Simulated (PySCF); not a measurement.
Gas-phase reaction: ZnCl2 + 2 CCl = Zn + C2Cl4

Method: PySCF energies plus ideal-gas RRHO corrections (1 bar). † marks an energy on the PBE0/def2-TZVP geometry and frequencies; other levels use their own. MP2 and CCSD(T) freeze the core. 6-31G* has spherical d functions here. Open shells (unrestricted): CCl (multiplicity 2); the rest are closed-shell singlets. Spin-orbit splitting is ignored; it lowers the true energy and changes the entropy of CCl. B3LYP is the form with VWN-RPA correlation. Zn: all electrons, no relativistic terms. MP2 isn't extrapolated to the basis-set limit. CCSD(T) isn't extrapolated to the basis-set limit.

```csv
level,"ΔH°(298 K), kJ"
B3LYP/6-31G*,?
CCSD(T)/def2-TZVPP†,?
HF/6-31G*,-235
MP2/def2-TZVPP†,-541
PBE/def2-TZVP†,-522
LDA/def2-TZVP†,?
```

Task: Fill in the missing entries.

Result: 
- B3LYP/6-31G*, ΔH°(298 K), kJ: -419
- CCSD(T)/def2-TZVPP†, ΔH°(298 K), kJ: -471
- LDA/def2-TZVP†, ΔH°(298 K), kJ: -653
